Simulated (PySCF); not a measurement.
State search for SrTe

Unrestricted PBE0; basis Sr def2-SVP with ECP28, Te def2-SVP with ECP28; scalar-relativistic core potentials; PySCF 2.14. Outer shells of the fragments: Sr 5s2; Te 4d10 5s2 5p4.

Followed along the bond (rough minima from three points):

| 2Ms+1 | unpaired | ⟨S²⟩ at the start | R at minimum (Å) | Te (eV) |
| --- | --- | --- | --- | --- |
| 1 | none | 0.00 | 2.81 | 0.00 |
| 3 | σ ↑, π ↑ | 2.00 | 3.10 | 0.66 |
| 1 | σ ↓, π ↑ | 1.00 | 3.10 | 0.69 |
| 3 | σ ↑↑ | 2.00 | 2.99 | 1.31 |

Solutions found at the starting distance of 3.030 Å, counted from the lowest of them; the search is not exhaustive and high or unbound solutions are not listed, so other states can lie among these:

```csv
2Ms+1,unpaired,term,E (eV),⟨S²⟩,⟨Lz²⟩,μ (D)
1,none,¹Σ⁺,0.00,0.00,0.00,-11.56
3,"σ ↑, π ↑",³Π,0.47,2.00,1.01,-4.64
1,"σ ↓, π ↑",mixed,0.49,1.00,1.01,-4.68
3,σ ↑↑,³Σ⁺,1.11,2.00,0.00,-4.91
3,π ↑↑,mixed,1.98,2.00,2.01,-3.23
1,π ↑↓,mixed,2.02,1.01,2.01,-3.15
3,π ↑↑,mixed,2.03,2.00,2.01,-3.21
1,"π ↑, δ ↓",mixed,2.24,1.01,5.01,-7.86
3,"π ↑, δ ↑",mixed,2.25,2.00,4.78,-7.67
1,π ↑↓,mixed,3.51,1.01,2.01,4.02
```

A term symbol is given only where ⟨S²⟩ and ⟨Lz²⟩ are close to those of a pure state; real π, δ and φ orbitals otherwise mix terms. A positive dipole means Sr(−)Te(+).

Compare the gap between the two lowest followed solutions at the starting distance with the gap between their minima.

At PBE0 the second solution (triplet, unpaired electrons σ ↑, π ↑) lies +0.47 eV from the first (singlet, closed shell) at 3.030 Å and +0.66 eV at the minima; the two curves relax by different amounts, since their minima lie near 3.10 and 2.81 Å.

Spin–orbit coupling is left out. Counting both spins, an empty level lies below a filled one in some of these solutions, because spin and occupation are held.
